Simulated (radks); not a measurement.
Q: Coherent X-ray form factor from a spherical all-electron density. Calculated with a radial shooting solver on a logarithmic mesh with Libxc functionals: scalar-relativistic Kohn-Sham, r2SCAN, spin-polarised, spherical densities, finite nucleus; meta-GGA in the generalised Kohn-Sham scheme; Fermi nuclear charge, rms radius of each element as measured or else 0.836 A^(1/3) + 0.57 fm.

sin(theta)/lambda (1/angstrom),f0 (electrons)
0.05,79.069
0.1,76.524
0.15,72.941
0.2,68.912
0.25,64.846
0.3,60.963
0.4,54.034
0.5,48.244
0.6,43.409
0.8,35.708
1,29.640
1.25,23.747
1.5,19.602
2,15.056

The species is in the configuration that NIST lists as its ground one. Which atom or ion scatters so?

A: The thallium ion Tl+, [Hg]. Extrapolating in s^2 from the first two rows gives f0(0) = 79.9, near the electron count 80; among species with that count, the fall with angle is slower the higher Z, and the table is that of Z = 81; from so few rows the species is fixed only to a neighbour or two.
